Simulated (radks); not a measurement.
S9+, configuration [He] 2s2 2p3. All-electron calculation, non-relativistic Kohn-Sham, PBE, spin-polarised, spherical densities, point nucleus; open shells are filled with parallel spins first. Program: a radial shooting solver on a logarithmic mesh with Libxc functionals.

Radial electron density D(r) = 4 pi r^2 rho(r):

r (bohr)  D(r) (e/bohr)   spin D(r)
0.003129         0.3005  -0.0000878
0.003444         0.3605   -0.000104
0.003821         0.4385   -0.000124
0.004207         0.5248   -0.000144
0.00463          0.6273   -0.000167
0.005097         0.7488   -0.000192
0.005656         0.9055   -0.000220
0.006225          1.077   -0.000246
0.006853          1.279   -0.000267
0.007604          1.538   -0.000282
0.00837           1.818   -0.000281
0.009213          2.144   -0.000253
0.01014           2.522   -0.000186
0.01125           2.996  -0.0000389
0.01239           3.501    0.000200
0.01363           4.076    0.000589
0.01513           4.784     0.00126
0.01665           5.521     0.00223
0.01833           6.340     0.00367
0.02018           7.241     0.00579
0.02239           8.307     0.00920
0.02465           9.365      0.0138
0.02713           10.48      0.0203
0.0301            11.74      0.0305
0.03314           12.91      0.0438
0.03648           14.07      0.0622
0.04015           15.17      0.0876
0.04455           16.24       0.126
0.04904           17.08       0.174
0.05398           17.71       0.239
0.0599            18.11       0.332
0.06593           18.18       0.447
0.07258           17.93       0.596
0.07989           17.37       0.786
0.08864           16.44        1.05
0.09758           15.32        1.35
0.1074            14.06        1.72
0.1192            12.63        2.20
0.1312            11.39        2.72
0.1444            10.35        3.30
0.159             9.606        3.95
0.1764            9.217        4.70
0.1942            9.262        5.40
0.2137            9.652        6.06
0.2371            10.35        6.69
0.261             11.08        7.12
0.2873            11.72        7.36
0.3163            12.11        7.36
0.3509            12.07        7.07
0.3863            11.54        6.54
0.4252            10.54        5.80
0.4718            9.027        4.83
0.5194            7.391        3.87
0.5717            5.703        2.93
0.6293            4.127        2.09
0.6983            2.687        1.34
0.7686            1.672       0.827
0.8461           0.9583       0.471
0.9388           0.4734       0.232
1.033            0.2224       0.109
1.138           0.09358      0.0463
1.252           0.03488      0.0174
1.389           0.01030     0.00520
1.529          0.002870     0.00147

D(r) has 2 maxima, at r = 0.0644, 0.332 bohr, and minima at 0.184 bohr, inside which lie 2.24 electrons.
